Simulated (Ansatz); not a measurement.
The molecule BeO-, multiplicity 2 (lowest of 2S+1 = 2, 4 at CCSD(T)/def2-TZVPP on PBE0 minima; our sources give no spin for the ground state, which may be another).

Seven points along R, fitted to fifth degree in 1/R; most abundant isotopes. In def2 and cc sets the state is the lowest found near the PBE0 minimum, followed along R.

Codes used: Ansatz (Gaussian orbitals). Values without a source in brackets are computed.

Energies at B97M-V/def2-TZVPP:

```json
[
 {"R (Å)": "1.267260", "E (hartree)": "-89.98833191"},
 {"R (Å)": "1.301326", "E (hartree)": "-89.99361352"},
 {"R (Å)": "1.332667", "E (hartree)": "-89.99620276"},
 {"R (Å)": "1.368096", "E (hartree)": "-89.99695711"},
 {"R (Å)": "1.403524", "E (hartree)": "-89.99581173"},
 {"R (Å)": "1.444404", "E (hartree)": "-89.99259205"},
 {"R (Å)": "1.492096", "E (hartree)": "-89.98683947"}
]
```

With a reduced mass of 5.7643 u, find the minimum, the force constant and the constants.

A fifth-degree polynomial in 1/R puts the minimum at r_e = 1.3633 Å with force constant 676 N/m. Then ω_e = (1/2πc)√(k/μ) = 1411 cm⁻¹ and B_e = h/(8π²cμr_e²) = 1.574 cm⁻¹; the cubic and quartic terms give α_e = 0.017 and ω_e x_e = 9.8 cm⁻¹.

Ansatz is a quantum-chemistry and plane-wave program.
